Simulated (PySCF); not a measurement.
**Frontier levels across methods**

Species: C4H14AsB.
Z-matrix (Å and degrees, PBE0-D3(BJ)/def2-SVP geometry), rows numbered from 1:
```
C 
C   1  1.5214
C   2  1.5250  1  114.24
B   3  1.6103  2  117.46  1  -174.71
C   4  1.6111  3  116.86  2  -175.04
As  4  2.1564  3  106.58  2   -59.24
H   1  1.1015  2  112.13  3   179.94
H   1  1.1024  2  111.17  3   -59.51
H   1  1.1022  2  110.93  3    59.59
H   2  1.1043  1  109.65  3  -122.85
H   2  1.1084  1  108.51  3   122.89
H   3  1.1076  2  109.50  1    57.48
H   3  1.1079  2  108.53  1   -55.99
H   4  1.2308  3  114.64  2    46.50
H   5  1.1045  4  107.23  3   -66.69
H   5  1.1024  4  114.73  3   175.63
H   5  1.1038  4  113.89  3    50.49
H   6  1.5116  4  121.99  3    73.24
H   6  1.5113  4  115.70  3  -168.00
H   6  1.5150  4  120.55  3   -50.60
```

Basis pcSseg-1 throughout (PySCF), one geometry. The structure is a single PBE0-D3(BJ)/def2-SVP conformer in the gas phase; no vibrational or solvent corrections. The calculation is non-relativistic, for arsenic too.

How do the orbital energies, the gap and the dipole change with the method?

```csv
method,kind,HOMO (eV),LUMO (eV),gap (eV),μ (D),SCF cycles
B97-D,GGA,-6.46,-0.55,5.90,2.92,12
KT2,GGA,-6.54,-0.72,5.82,2.98,12
KT3,GGA,-6.56,-0.66,5.90,3.00,12
B97-2,global hybrid,-7.50,0.22,7.72,3.10,11
B3LYP,global hybrid,-7.56,-0.06,7.50,3.07,11
PBE0,global hybrid,-7.74,0.25,7.99,3.15,11
mPW1PW91,global hybrid,-7.78,0.24,8.02,3.14,11
BHandHLYP,global hybrid,-9.01,1.04,10.05,3.19,10
CAM-B3LYP,range-separated hybrid,-9.14,1.14,10.29,3.20,10
wB97X-D,range-separated hybrid,-9.62,2.00,11.62,3.21,11
LC-wPBE,range-separated hybrid,-10.45,2.40,12.85,3.35,11
```

The HOMO spans 4.00 eV, from B97-D down to LC-wPBE, and the gap runs from 5.82 eV (KT2) to 12.85 eV (LC-wPBE). Over the methods B97-D (0 %), KT2 (0 %), KT3 (0 %), B97-2 (21 %), B3LYP (20 %), PBE0 (25 %), mPW1PW91 (25 %), BHandHLYP (50 %), a straight line through the gap against the share of exact exchange rises by 0.84 eV for each 10 % (correlation coefficient 0.999). The dipole ranges from 2.92 D (B97-D) to 3.35 D (LC-wPBE). This basis has no diffuse functions.
